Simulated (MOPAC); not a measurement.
MOPAC input (MNDO):

```
MNDO 1SCF GEO-OK AUX(PRECISION=9) THREADS=1
C4H8O

C    -0.98678700 1   -1.03445100 1   -0.57141900 1
C     0.23494300 1   -0.12708300 1   -0.53220200 1
C     1.51139700 1   -0.86176700 1   -0.09731100 1
C     0.03264500 1    1.07922700 1    0.35474200 1
O    -0.96096500 1    1.32087300 1    0.98859700 1
H    -1.18955200 1   -1.44910200 1    0.41713800 1
H    -1.87546200 1   -0.48709200 1   -0.88436900 1
H    -0.82499000 1   -1.86191600 1   -1.26379100 1
H     0.42112700 1    0.28673500 1   -1.53365600 1
H     1.74532700 1   -1.66297400 1   -0.79889900 1
H     2.37033800 1   -0.18884600 1   -0.05706700 1
H     1.38122400 1   -1.30610100 1    0.89168200 1
H     0.90652300 1    1.76675700 1    0.39732500 1
```

From the output:

```
                                                       MOPAC v23.2.5 Linux

          FINAL HEAT OF FORMATION =        -46.64105 KCAL/MOL =    -195.14615 KJ/MOL

          COSMO AREA              =        118.14 SQUARE ANGSTROMS
          COSMO VOLUME            =        106.31 CUBIC ANGSTROMS

          IONIZATION POTENTIAL    =         10.749653 EV
          HOMO LUMO ENERGIES (EV) =        -10.750  0.902
          NO. OF FILLED LEVELS    =         15
          MOLECULAR WEIGHT        =         72.1066         POINT GROUP:  C1

          MOLECULAR DIMENSIONS (Angstroms)

            Atom       Atom       Distance
            H    10    O     5     4.40710
            H     8    H    13     3.82768
            H    12    H     9     2.95853

          SCF CALCULATIONS        =          1

   ATOM   CHEMICAL          X               Y               Z
  NUMBER   SYMBOL      (ANGSTROMS)     (ANGSTROMS)     (ANGSTROMS)

     1       C         -0.98678700  *  -1.03445100  *  -0.57141900  *
     2       C          0.23494300  *  -0.12708300  *  -0.53220200  *
     3       C          1.51139700  *  -0.86176700  *  -0.09731100  *
     4       C          0.03264500  *   1.07922700  *   0.35474200  *
     5       O         -0.96096500  *   1.32087300  *   0.98859700  *
     6       H         -1.18955200  *  -1.44910200  *   0.41713800  *
     7       H         -1.87546200  *  -0.48709200  *  -0.88436900  *
     8       H         -0.82499000  *  -1.86191600  *  -1.26379100  *
     9       H          0.42112700  *   0.28673500  *  -1.53365600  *
    10       H          1.74532700  *  -1.66297400  *  -0.79889900  *
    11       H          2.37033800  *  -0.18884600  *  -0.05706700  *
    12       H          1.38122400  *  -1.30610100  *   0.89168200  *
    13       H          0.90652300  *   1.76675700  *   0.39732500  *

                             CARTESIAN COORDINATES

   1    C       -0.986787000    -1.034451000    -0.571419000
   2    C        0.234943000    -0.127083000    -0.532202000
   3    C        1.511397000    -0.861767000    -0.097311000
   4    C        0.032645000     1.079227000     0.354742000
   5    O       -0.960965000     1.320873000     0.988597000
   6    H       -1.189552000    -1.449102000     0.417138000
   7    H       -1.875462000    -0.487092000    -0.884369000
   8    H       -0.824990000    -1.861916000    -1.263791000
   9    H        0.421127000     0.286735000    -1.533656000
  10    H        1.745327000    -1.662974000    -0.798899000
  11    H        2.370338000    -0.188846000    -0.057067000
  12    H        1.381224000    -1.306101000     0.891682000
  13    H        0.906523000     1.766757000     0.397325000

           Empirical Formula: C4 H8 O  =    13 atoms

      MOLECULAR POINT GROUP   :   C1

                  EIGENVALUES
 -44.09038 -37.95363 -29.92216 -26.15004 -20.80996 -17.20208 -16.27997 -15.85017
 -14.57747 -14.07757 -13.97307 -13.80927 -13.00987 -12.72311 -10.74965   0.90248
   3.18197   3.36056   3.51079   3.88619   4.05744   4.25095   4.41059   4.48781
   5.11850   5.53362   5.78057   7.34564

              NET ATOMIC CHARGES AND DIPOLE CONTRIBUTIONS

  ATOM NO.   TYPE          CHARGE      No. of ELECS.   s-Pop       p-Pop
    1          C           0.050225        3.9498     1.20844     2.74133
    2          C          -0.124615        4.1246     1.21418     2.91043
    3          C           0.045317        3.9547     1.21229     2.74239
    4          C           0.265350        3.7346     1.24271     2.49194
    5          O          -0.282098        6.2821     1.87815     4.40395
    6          H           0.003595        0.9964     0.99641
    7          H           0.006054        0.9939     0.99395
    8          H          -0.003754        1.0038     1.00375
    9          H           0.034421        0.9656     0.96558
   10          H           0.001663        0.9983     0.99834
   11          H          -0.002621        1.0026     1.00262
   12          H          -0.000102        1.0001     1.00010
   13          H           0.006565        0.9934     0.99343
 DIPOLE           X         Y         Z       TOTAL
 POINT-CHG.     1.315    -0.688    -0.971     1.774
 HYBRID         0.439    -0.008    -0.302     0.533
 SUM            1.754    -0.696    -1.273     2.276

          ATOMIC ORBITAL ELECTRON POPULATIONS

     Atom    s        px        py        pz
    1  C   1.20844   0.90069   0.91198   0.92867
    2  C   1.21418   0.98271   0.96466   0.96306
    3  C   1.21229   0.89761   0.91963   0.92515
    4  C   1.24271   0.85719   0.85354   0.78120
    5  O   1.87815   1.35402   1.70890   1.34104
    6  H   0.99641
    7  H   0.99395
    8  H   1.00375
    9  H   0.96558
   10  H   0.99834
   11  H   1.00262
   12  H   1.00010
   13  H   0.99343

 **********************
 *                    *
 * JOB ENDED NORMALLY *
 *                    *
 **********************

 == MOPAC DONE ==
```

The geometry given is a B3LYP-D3(BJ)/def2-TZVP minimum.
